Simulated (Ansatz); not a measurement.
Relaxation of the cluster H₉Au₅⁺ with UKS PBE-D4/def2-SVP.

```sh
$ ansatz run in.yaml --threads 4 --pin off --events-out ev --progress --plain --max-ram 4787MiB
```

```yaml
crystal:
  periodic: [false, false, false]
  atoms:
    - {symbol: Au, position_ang: [1.241400, -1.827070, -0.512680]}
    - {symbol: Au, position_ang: [-0.726120, -0.054580, -0.313800]}
    - {symbol: Au, position_ang: [-1.233390, 4.022840, 1.070270]}
    - {symbol: Au, position_ang: [3.211990, -3.625310, -0.526350]}
    - {symbol: Au, position_ang: [-2.745700, 1.727500, 0.055270]}
    - {symbol: H, position_ang: [-3.509310, 2.828830, 0.564200]}
    - {symbol: H, position_ang: [4.354030, -4.589090, -0.556500]}
    - {symbol: H, position_ang: [1.848400, -3.118960, -1.034210]}
    - {symbol: H, position_ang: [0.700110, -0.495840, 0.017140]}
    - {symbol: H, position_ang: [-0.152220, 4.924380, 1.470060]}
    - {symbol: H, position_ang: [-4.075840, 1.276080, -0.245310]}
    - {symbol: H, position_ang: [4.509970, -3.951470, 0.155850]}
    - {symbol: H, position_ang: [-2.117200, 0.439010, -0.626380]}
    - {symbol: H, position_ang: [-1.306120, 2.443700, 0.482440]}
basis:
  gaussian: {orbitals: def2-SVP}
total_charge: 1
magnetization: {spin_polarized: true, initial_magnetization: 1}
hamiltonian: {xc: pbe, dispersion: d4}
scf: {lower_state_search: "off"}
output: {orbitals: {seedname: orbitals}}
relax: {f_tol: 0.02, max_steps: 100}
```

Hardware: 4 threads of Arm Neoverse V2 on a shared host. Wall time 48 s.

Positions (Å) and forces (eV/Å) at steps 1, 2, 3, 4, 5, 6, 7, 8, 10 of 10:

```xyz
14
step=1 energy=-18608.9140 eV
Au    1.241   -1.827   -0.513   -0.251    0.116   -0.006
Au   -0.726   -0.055   -0.314    0.112   -0.152   -0.039
Au   -1.233    4.023    1.070   -2.626   -0.828   -0.454
Au    3.212   -3.625   -0.526   -1.834    1.199   -0.333
Au   -2.746    1.728    0.055    3.482   -0.031    0.306
H    -3.509    2.829    0.564   -2.581    3.435    1.498
H     4.354   -4.589   -0.556    2.566   -1.996    0.067
H     1.848   -3.119   -1.034   -1.650   -1.704   -2.232
H     0.700   -0.496    0.017    2.008    1.826    1.823
H    -0.152    4.924    1.470    2.305    1.469    0.685
H    -4.076    1.276   -0.245   -4.002   -1.317   -0.874
H     4.510   -3.951    0.156    2.779   -0.826    1.355
H    -2.117    0.439   -0.626   -2.216   -1.246   -2.018
H    -1.306    2.444    0.482    1.908    0.055    0.223
14
step=2 energy=-18611.8159 eV
Au    1.245   -1.828   -0.522    0.072   -0.035    0.027
Au   -0.735   -0.040   -0.321   -0.074    0.152    0.042
Au   -1.320    4.073    1.086   -0.805   -0.218   -0.104
Au    3.249   -3.683   -0.544   -0.936    0.512   -0.220
Au   -2.792    1.782    0.070    0.530    0.167    0.111
H    -3.629    2.973    0.617   -0.508    0.800    0.347
H     4.503   -4.677   -0.527    1.102   -0.299    0.528
H     1.778   -3.224   -1.151   -0.492   -0.809   -0.861
H     0.804   -0.389    0.114    0.833    0.771    0.762
H    -0.083    4.942    1.481    0.503    0.127    0.074
H    -4.226    1.267   -0.259   -0.779   -0.192   -0.137
H     4.642   -4.023    0.193    0.910   -0.699    0.042
H    -2.239    0.380   -0.733   -0.953   -0.368   -0.702
H    -1.197    2.448    0.496    0.598    0.092    0.091
14
step=3 energy=-18612.4459 eV
Au    1.277   -1.807   -0.511   -0.017    0.096    0.037
Au   -0.713    0.039   -0.288    0.136    0.013    0.017
Au   -1.513    4.046    1.094    0.486    0.083    0.067
Au    3.220   -3.720   -0.573   -0.811    0.277   -0.343
Au   -2.786    1.824    0.056   -0.290   -0.428   -0.173
H    -3.581    3.088    0.666    0.047    0.260    0.077
H     4.609   -4.675   -0.463    0.478    0.001    0.348
H     1.681   -3.302   -1.255    0.111   -0.117    0.014
H     0.916   -0.279    0.201    0.073    0.028    0.021
H    -0.096    4.772    1.417   -0.415   -0.153   -0.063
H    -4.286    1.325   -0.243    0.051    0.054   -0.006
H     4.694   -4.062    0.196    0.361   -0.387   -0.076
H    -2.324    0.317   -0.787   -0.160    0.140    0.047
H    -1.099    2.436    0.490   -0.049    0.133    0.035
14
step=4 energy=-18612.5246 eV
Au    1.313   -1.744   -0.502    0.021    0.074    0.026
Au   -0.678    0.134   -0.254    0.064   -0.093    0.035
Au   -1.480    3.930    1.071    0.029    0.193    0.061
Au    3.220   -3.732   -0.597   -0.599    0.195   -0.230
Au   -2.901    1.794    0.024    0.146   -0.180   -0.037
H    -3.439    3.228    0.653   -0.059   -0.128   -0.072
H     4.664   -4.706   -0.450    0.166    0.118    0.219
H     1.670   -3.285   -1.234    0.206   -0.026    0.111
H     0.980   -0.179    0.179   -0.032   -0.006   -0.063
H    -0.123    4.718    1.431   -0.099   -0.195   -0.052
H    -4.435    1.392   -0.268    0.090    0.098    0.011
H     4.723   -4.112    0.192    0.205   -0.263   -0.085
H    -2.357    0.268   -0.716   -0.212    0.159    0.074
H    -1.157    2.293    0.474    0.075    0.054    0.002
14
step=5 energy=-18612.5701 eV
Au    1.350   -1.712   -0.498   -0.023    0.098    0.058
Au   -0.702    0.101   -0.242    0.076   -0.029    0.003
Au   -1.529    3.952    1.080    0.197   -0.022   -0.025
Au    3.216   -3.749   -0.611   -0.398    0.188   -0.120
Au   -2.891    1.784    0.031   -0.050    0.042   -0.010
H    -3.449    3.241    0.618    0.053   -0.140   -0.075
H     4.701   -4.716   -0.443    0.076   -0.057   -0.025
H     1.681   -3.273   -1.210    0.180   -0.073    0.056
H     0.988   -0.130    0.128   -0.060   -0.057   -0.075
H    -0.111    4.610    1.439   -0.132   -0.034    0.002
H    -4.443    1.483   -0.291    0.119   -0.033    0.012
H     4.751   -4.149    0.185    0.115   -0.033    0.085
H    -2.419    0.226   -0.645   -0.083    0.119    0.072
H    -1.143    2.332    0.458   -0.070    0.032    0.043
14
step=6 energy=-18612.5967 eV
Au    1.354   -1.673   -0.498    0.054   -0.127   -0.041
Au   -0.707    0.103   -0.230   -0.146   -0.013   -0.007
Au   -1.474    3.943    1.064   -0.094   -0.020   -0.034
Au    3.165   -3.743   -0.615    0.160    0.026    0.070
Au   -2.889    1.784    0.033    0.046    0.041   -0.002
H    -3.461    3.254    0.494    0.016    0.030    0.033
H     4.780   -4.576   -0.518   -0.029    0.061    0.085
H     1.660   -3.288   -1.177   -0.098    0.029   -0.012
H     0.997   -0.081    0.031    0.034    0.086    0.017
H    -0.082    4.579    1.503    0.045    0.008    0.014
H    -4.419    1.452   -0.309   -0.028   -0.004   -0.016
H     4.687   -4.254    0.257   -0.053   -0.066   -0.121
H    -2.465    0.190   -0.527    0.078   -0.028    0.016
H    -1.146    2.310    0.493    0.015   -0.023   -0.003
14
step=7 energy=-18612.6148 eV
Au    1.350   -1.683   -0.508    0.028   -0.007    0.015
Au   -0.727    0.082   -0.249    0.044   -0.003    0.003
Au   -1.486    3.942    1.064    0.010    0.020    0.001
Au    3.186   -3.724   -0.584   -0.025    0.017    0.045
Au   -2.888    1.789    0.032    0.019   -0.016    0.014
H    -3.431    3.276    0.504    0.001   -0.013   -0.012
H     4.862   -4.397   -0.553    0.009    0.011    0.008
H     1.633   -3.319   -1.100    0.027   -0.028   -0.016
H     0.998   -0.058   -0.053   -0.023    0.015   -0.010
H    -0.090    4.568    1.515    0.001    0.002    0.004
H    -4.418    1.471   -0.332    0.001   -0.003    0.000
H     4.625   -4.431    0.257   -0.021   -0.009   -0.043
H    -2.469    0.174   -0.497   -0.054    0.024   -0.006
H    -1.145    2.310    0.505   -0.016   -0.011   -0.004
14
step=8 energy=-18612.6184 eV
Au    1.359   -1.676   -0.494    0.004   -0.027    0.006
Au   -0.724    0.086   -0.255   -0.043    0.005    0.004
Au   -1.479    3.949    1.058   -0.001   -0.013   -0.005
Au    3.187   -3.720   -0.560   -0.027   -0.002    0.004
Au   -2.887    1.788    0.038   -0.055    0.006   -0.022
H    -3.438    3.276    0.487    0.014    0.002    0.016
H     4.907   -4.274   -0.521   -0.006    0.001   -0.001
H     1.635   -3.323   -1.077    0.017    0.019   -0.006
H     0.998   -0.042   -0.079    0.012    0.007   -0.005
H    -0.083    4.570    1.519   -0.015   -0.009   -0.008
H    -4.420    1.466   -0.319    0.019    0.004    0.001
H     4.582   -4.578    0.196    0.015   -0.001    0.000
H    -2.481    0.176   -0.492    0.026   -0.016    0.003
H    -1.156    2.302    0.500    0.039    0.024    0.012
14
step=10 energy=-18612.6196 eV
Au    1.362   -1.675   -0.501    0.001    0.002   -0.004
Au   -0.731    0.076   -0.247   -0.002    0.000    0.002
Au   -1.485    3.951    1.050   -0.001    0.003    0.001
Au    3.190   -3.718   -0.569   -0.007   -0.006    0.011
Au   -2.888    1.784    0.043    0.000    0.001   -0.003
H    -3.428    3.277    0.496    0.000   -0.001    0.003
H     4.906   -4.279   -0.494    0.000    0.001   -0.002
H     1.661   -3.297   -1.131    0.005    0.003   -0.006
H     0.994   -0.045   -0.075   -0.003   -0.001    0.000
H    -0.090    4.580    1.503   -0.001   -0.002   -0.002
H    -4.420    1.463   -0.311    0.000    0.000    0.000
H     4.564   -4.594    0.210    0.002    0.000   -0.001
H    -2.485    0.167   -0.478    0.003   -0.003    0.001
H    -1.149    2.311    0.503    0.002    0.001    0.001
```

In the def2 sets Au takes a core potential; there is no spin–orbit coupling. In the doublet, H7 and H12 lie 0.84 Å apart (atoms count from 1), so H2 has formed as a molecule. Another isomer (doublet) lies 0.14 eV lower at PBE0-D4/def2-TZVP; other spin states weren't run for this one.
